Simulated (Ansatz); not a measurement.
CH$_{6}$AlNSi (`C[SiH]1[NH][AlH]1`). Total charge 0; spin multiplicity 1. Geometry: relaxed with PBE0-D4/def2-TZVP.

```xyz
10

C     0.982   -1.125    0.811
Si    0.079   -0.267   -0.588
N    -0.322    1.433   -0.362
Al   -1.969    0.789   -0.545
H     1.022   -2.203    0.629
H     2.012   -0.763    0.878
H     0.491   -0.955    1.770
H     0.844   -0.571   -1.838
H     0.277    2.235   -0.235
H    -3.416    1.426   -0.520
```

What is the dipole moment at PBE/def2-TZVPP? (Estimate.)

The calculation gave: 0.81 D, with components (0.12, 0.51, 0.62) D in this frame, pointing from negative to positive charge.

And with r2SCAN, B3LYP, ωB97M-V? (An estimate is asked.)

Computed: r2SCAN 0.82 D, B3LYP 0.70 D, ωB97M-V 0.72 D.

Give the Mulliken charges with PBE, r2SCAN, ωB97M-V in def2-TZVPP. (Best estimate.)

Ansatz gave: 
```tsv
atom	PBE	r2SCAN	ωB97M-V
C1	-0.36	-0.29	-0.42
Si2	0.22	0.31	0.29
N3	-0.31	-0.44	-0.36
Al4	0.21	0.35	0.23
H5	0.10	0.07	0.11
H6	0.10	0.07	0.11
H7	0.10	0.07	0.11
H8	-0.09	-0.12	-0.07
H9	0.11	0.11	0.07
H10	-0.08	-0.13	-0.08
```

B3LYP here is the variant with VWN-RPA as its local correlation; programs differ in this.
